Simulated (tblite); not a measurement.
Species: C₄H₁₁FSSi₂.
Z-matrix (Å and degrees, GFN2-xTB geometry), rows numbered from 1:
```
F 
C   1  1.3893
C   2  1.5253  1  108.47
C   3  1.5335  2  108.87  1   -67.10
Si  4  1.9030  3  112.70  2  -163.60
Si  4  1.9072  3  103.60  2   -35.71
S   6  2.1501  4  113.49  3   129.59
C   2  1.5217  1  108.33  3  -118.26
H   2  1.0971  1  105.31  3   120.47
H   3  1.0916  2  107.62  1   172.89
H   3  1.0912  2  110.13  1    55.19
H   4  1.0953  3  107.68  2    78.28
H   5  1.4657  4  108.43  3    60.61
H   5  1.4651  4  109.01  3   -58.32
H   5  1.4611  4  109.06  3  -178.98
H   6  1.4566  4  117.49  3  -107.87
H   7  1.3252  6   95.86  4   -59.57
H   8  1.0881  2  110.01  1   -43.75
H   8  1.0874  2  108.98  1  -161.56
```

Computed with GFN2-xTB (tblite): harmonic, unscaled wavenumbers at the GFN2-xTB geometry, gas phase. Against measured fundamentals such values can be off by several per cent, at times by over 20. Modes of hydrogen on silicon and sulfur can be 10 to 20 % off. One conformer, not necessarily the lowest.

Harmonic wavenumbers (cm⁻¹): 40.3, 96.5, 99.7, 114.6, 155.0, 177.0, 202.6, 257.8, 322.8, 358.2, 431.8, 482.1, 528.5, 544.2, 580.4, 605.7, 633.5, 668.4, 726.7, 769.0, 770.5, 776.5, 786.3, 792.2, 865.1, 902.8, 921.5, 982.3, 1027.0, 1080.7, 1108.4, 1120.8, 1183.0, 1206.5, 1260.0, 1280.3, 1302.3, 1318.5, 1459.9, 1479.9, 2245.0, 2252.9, 2286.7, 2321.1, 2461.2, 2912.2, 2920.4, 2975.5, 2989.6, 3012.9, 3020.6.

A = 1256, B = 1004, C = 670.5 MHz; mass 166.010 u (most abundant isotopes); point group C1, symmetry number 1.

Q: Zero-point energy?

A: Half the sum of the wavenumbers: 29409 cm⁻¹ = 84.08 kcal/mol.

Q: What is S at 400 K and 1 bar for an ideal gas of classical rigid rotors and harmonic oscillators?

A: Translation 42.72, rotation 31.20, vibration 45.47: S = 119.4 cal/(mol K).

Q: And Cp and H(400 K) − H(0)?

A: Cp = 54.40 cal/(mol K), of which vibrations give 46.45 (their classical limit is 51 R = 101.3); H(400 K) − H(0) = 12.72 kcal/mol without the zero-point energy, 9.54 from vibrations.

Q: Blend soft modes into free rotors: weight 1/[1 + (100 cm⁻¹/ν̃)⁴] for the oscillator and the rest for a rotor with moment μB/(μ + B), μ = h/(8π²ν), B = 10⁻⁴⁴ kg m². What vibrational entropy results?

A: 42.42 cal/(mol K) in place of 45.47, which changes −T·S at 400 K by +1.22 kcal/mol.

Q: What must be added to the electronic energy to get the Gibbs energy at 400 K and 1 bar?

A: ZPE + [H(400 K) − H(0)] − T·S = 84.08 + 12.72 − 47.75 = 49.05 kcal/mol.

Hindered rotation and anharmonicity are outside this model. Other conformers, if any are populated, would add a mixing term that is left out. The structure is chiral; the term R ln 2 for an equal mix with its mirror image is left out.
